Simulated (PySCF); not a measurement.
C₂H₄BFO₂, SMILES CC(=O)B(O)F. Atoms are numbered in the order given.

```xyz
10

C     -0.8394    -1.8336     0.0000
C      0.2177    -0.7629     0.0000
O      1.4257    -1.0213     0.0000
B     -0.1428     0.8204     0.0000
O      0.9104     1.6593     0.0000
F     -1.3960     1.2842     0.0000
H     -1.4999    -1.7067     0.8846
H     -1.4999    -1.7067    -0.8846
H     -0.3866    -2.8427     0.0000
H      1.7057     1.0715     0.0000
```
Charge 0, spin multiplicity 1.

Geometry optimised at PBE-D3(BJ)/def2-SVP. This is a generated structure with no PubChem entry under its InChIKey; it may be hypothetical. Other conformers were not sampled.

Level of theory: PBE-D3(BJ)/def2-SVP run with PySCF.

No scaling factor is applied to the harmonic values.

```json
[
 {"mode": "1", "ν (cm⁻¹)": "88", "IR (km/mol)": "4.4", "moving atoms (share of kinetic energy)": "O 45 %, H 22 %, F 20 %, C 14 %"},
 {"mode": "2", "ν (cm⁻¹)": "133", "IR (km/mol)": "0.4", "moving atoms (share of kinetic energy)": "H 85 %, O 12 %"},
 {"mode": "3", "ν (cm⁻¹)": "172", "IR (km/mol)": "18.8", "moving atoms (share of kinetic energy)": "F 28 %, O 27 %, C 25 %, H 18 %"},
 {"mode": "4", "ν (cm⁻¹)": "325", "IR (km/mol)": "18.0", "moving atoms (share of kinetic energy)": "O 54 %, H 17 %, F 14 %, C 14 %"},
 {"mode": "5", "ν (cm⁻¹)": "330", "IR (km/mol)": "10.5", "moving atoms (share of kinetic energy)": "C 38 %, B 28 %, H 15 %, O 14 %"},
 {"mode": "6", "ν (cm⁻¹)": "426", "IR (km/mol)": "2.2", "moving atoms (share of kinetic energy)": "O 38 %, F 24 %, C 19 %, H 11 %"},
 {"mode": "7", "ν (cm⁻¹)": "530", "IR (km/mol)": "14.5", "moving atoms (share of kinetic energy)": "O 37 %, F 20 %, C 19 %, H 13 %, B 11 %"},
 {"mode": "8", "ν (cm⁻¹)": "634", "IR (km/mol)": "8.4", "moving atoms (share of kinetic energy)": "B 51 %, H 25 %, C 17 %"},
 {"mode": "9", "ν (cm⁻¹)": "675", "IR (km/mol)": "1.3", "moving atoms (share of kinetic energy)": "C 30 %, O 29 %, F 16 %, H 14 %, B 11 %"},
 {"mode": "10", "ν (cm⁻¹)": "775", "IR (km/mol)": "82.0", "moving atoms (share of kinetic energy)": "H 93 %"},
 {"mode": "11", "ν (cm⁻¹)": "928", "IR (km/mol)": "5.5", "moving atoms (share of kinetic energy)": "H 50 %, C 36 %, O 14 %"},
 {"mode": "12", "ν (cm⁻¹)": "952", "IR (km/mol)": "0.5", "moving atoms (share of kinetic energy)": "H 49 %, C 45 %"},
 {"mode": "13", "ν (cm⁻¹)": "1020", "IR (km/mol)": "130.4", "moving atoms (share of kinetic energy)": "H 62 %, F 16 %, B 12 %, O 8 %"},
 {"mode": "14", "ν (cm⁻¹)": "1144", "IR (km/mol)": "204.1", "moving atoms (share of kinetic energy)": "C 49 %, H 35 %, O 11 %"},
 {"mode": "15", "ν (cm⁻¹)": "1295", "IR (km/mol)": "126.2", "moving atoms (share of kinetic energy)": "H 68 %, C 18 %, B 9 %"},
 {"mode": "16", "ν (cm⁻¹)": "1356", "IR (km/mol)": "54.4", "moving atoms (share of kinetic energy)": "B 35 %, C 32 %, H 22 %"},
 {"mode": "17", "ν (cm⁻¹)": "1371", "IR (km/mol)": "37.0", "moving atoms (share of kinetic energy)": "H 86 %"},
 {"mode": "18", "ν (cm⁻¹)": "1380", "IR (km/mol)": "13.7", "moving atoms (share of kinetic energy)": "H 96 %"},
 {"mode": "19", "ν (cm⁻¹)": "1486", "IR (km/mol)": "211.8", "moving atoms (share of kinetic energy)": "B 75 %, O 14 %, F 8 %"},
 {"mode": "20", "ν (cm⁻¹)": "1701", "IR (km/mol)": "97.6", "moving atoms (share of kinetic energy)": "C 61 %, O 37 %"},
 {"mode": "21", "ν (cm⁻¹)": "2964", "IR (km/mol)": "0.0", "moving atoms (share of kinetic energy)": "H 97 %"},
 {"mode": "22", "ν (cm⁻¹)": "3043", "IR (km/mol)": "0.7", "moving atoms (share of kinetic energy)": "H 91 %, C 9 %"},
 {"mode": "23", "ν (cm⁻¹)": "3099", "IR (km/mol)": "5.5", "moving atoms (share of kinetic energy)": "H 90 %, C 10 %"},
 {"mode": "24", "ν (cm⁻¹)": "3512", "IR (km/mol)": "103.3", "moving atoms (share of kinetic energy)": "H 94 %"}
]
```
